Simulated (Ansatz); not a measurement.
## A relaxation, step by step

CH7Sb (SMILES C.[SbH3]), closed shell, PBE0-D4/def2-TZVP (Ansatz 0.2.0). Settings:

```yaml
hamiltonian: {xc: pbe0, dispersion: d4}
relax: {f_tol: 0.005, max_steps: 200}
```

Start (the SMILES describes the start alone):

C1  (-0.072, -0.042, -1.794)
H2  (-0.283, 0.035, -2.877)
H3  (1.021, -0.028, -1.627)
H4  (-0.493, -0.990, -1.407)
H5  (-0.536, 0.813, -1.268)
Sb6  (-0.350, -0.515, 2.048)
H7  (0.096, -0.116, 3.677)
H8  (-0.674, 1.155, 1.713)
H9  (1.292, -0.313, 1.533)
(Å)

```
step  energy less the last (meV)  largest force component (eV/Å)
   1                        34.6                           0.531
   2                        11.3                           0.422
   3                         1.0                           0.047
   4                         0.7                           0.009
   5                         0.5                           0.008
   6                         0.4                           0.058
   7                         0.3                           0.038
   8                         0.2                           0.001
   9                         0.1                           0.024
  10                         0.1                           0.019
  11                         0.0                           0.006
  12                         0.0                           0.008
  13                         0.0                           0.004
```

Step 3, positions (Å) and forces (eV/Å):

```tsv
atom	x	y	z	Fx	Fy	Fz
C1	-0.081	-0.045	-1.806	0.005	-0.004	-0.005
H2	-0.230	0.048	-2.883	0.010	-0.002	0.047
H3	0.987	-0.035	-1.583	-0.046	-0.002	-0.010
H4	-0.518	-0.984	-1.461	0.015	0.033	-0.013
H5	-0.566	0.792	-1.300	0.015	-0.026	-0.019
Sb6	-0.324	-0.495	2.070	-0.015	-0.023	-0.008
H7	0.104	-0.114	3.678	0.003	0.001	0.028
H8	-0.662	1.143	1.732	-0.012	0.024	-0.009
H9	1.291	-0.310	1.554	0.025	-0.003	-0.011
```

Step 5, positions (Å) and forces (eV/Å):

```tsv
atom	x	y	z	Fx	Fy	Fz
C1	-0.088	-0.045	-1.805	0.004	0.006	-0.007
H2	-0.200	0.054	-2.885	-0.003	-0.004	-0.001
H3	0.971	-0.042	-1.550	0.000	-0.002	0.008
H4	-0.540	-0.982	-1.480	-0.001	0.004	-0.002
H5	-0.584	0.792	-1.314	0.000	-0.004	0.003
Sb6	-0.311	-0.497	2.070	0.001	0.001	-0.001
H7	0.106	-0.111	3.681	0.000	0.000	0.000
H8	-0.660	1.138	1.724	0.000	-0.002	0.000
H9	1.306	-0.306	1.559	0.001	0.000	0.001
```

Step 7, positions (Å) and forces (eV/Å):

| atom | x | y | z | Fx | Fy | Fz |
| --- | --- | --- | --- | --- | --- | --- |
| C1 | -0.100 | -0.045 | -1.804 | 0.028 | 0.009 | -0.038 |
| H2 | -0.148 | 0.064 | -2.888 | -0.007 | -0.013 | 0.027 |
| H3 | 0.944 | -0.058 | -1.489 | -0.023 | -0.003 | 0.007 |
| H4 | -0.583 | -0.977 | -1.512 | 0.003 | 0.003 | -0.005 |
| H5 | -0.612 | 0.796 | -1.335 | -0.002 | 0.005 | 0.010 |
| Sb6 | -0.286 | -0.506 | 2.067 | 0.001 | 0.012 | -0.001 |
| H7 | 0.106 | -0.102 | 3.681 | 0.002 | -0.003 | -0.004 |
| H8 | -0.655 | 1.122 | 1.707 | -0.002 | -0.007 | -0.001 |
| H9 | 1.334 | -0.293 | 1.573 | 0.000 | -0.002 | 0.005 |

Last step (13):

```
9
angstrom
C -0.1158 -0.0435 -1.8031
H -0.0809 0.0619 -2.8872
H 0.9004 -0.0749 -1.4101
H -0.6362 -0.9662 -1.5463
H -0.6461 0.8067 -1.3741
Sb -0.2520 -0.5145 2.0574
H 0.1026 -0.1052 3.6776
H -0.6451 1.1056 1.6902
H 1.3732 -0.2699 1.5958
```

The run took about 14 s on 4 CPU threads of an Arm Neoverse V2 (shared host).
